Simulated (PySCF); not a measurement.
Sb(F)3 anion (F₃Sb), SMILES [F][Sb]([F])[F] (connectivity only; charge and spin as stated), charge -1, multiplicity 2.

The structure is a stationary point at B3LYP-D3(BJ)/def2-SVPD. The multiplicity is an assumed one; other spin states were not compared. The isomer is the one that the SMILES or the coordinates give; other isomers of the formula were not compared. The def2 effective core potentials stand for the cores of Sb; spin–orbit coupling is left out.

Two levels are set side by side: PBE/def2-TZVPD (PySCF) and CAM-B3LYP/def2-TZVPD (PySCF). Same geometry, gas phase. Differences are taken from unrounded values.

```
quantity                     CAM-B3LYP   PBE  PBE minus CAM-B3LYP
---------------------------  ---------  ----  -------------------
α-spin orbital gap (eV)           6.41  2.35                -4.05
β-spin orbital gap (eV)           7.58  3.31                -4.27
mean polarisability (bohr³)       56.3  63.4                  7.2
```

Loosely held outer electrons make PBE densities more polarisable. Differences between two approximate levels are no errors against the true value.

Rough cost on one machine, each run with all the roots and properties that it gave: CAM-B3LYP against PBE within a factor of 2.
